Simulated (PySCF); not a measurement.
How methods differ on the ionisation energy of In²⁺

In²⁺ [Kr] 4d10 5s1 (2S) → In³⁺ [Kr] 4d10 (1S), as a difference of total energies. All numbers are calculated (PySCF 2.14, the spin-free X2C one-electron Hamiltonian (Gaussian nucleus), in x2c-TZVPPall with one added diffuse shell each of s, p, d, f type (9s7p5d3f, 76 functions)). Correlated levels: valence and next inner shell: [Ar] 3d10 frozen. The calculations carry no spin-orbit coupling.

Q: Order these methods by the ionisation energy they give, lowest first.
A. M06-2X
B. wB97M-V
C. SCS-MP2 (valence and next inner shell)
D. PBE

A: C (27.718 eV), B (27.773 eV), A (28.014 eV), D (28.545 eV).

Errors of the correlated levels include the incompleteness of this basis and the frozen core.

For comparison: 28.044 eV (measured; NIST Atomic Spectra Database, ionization energies).
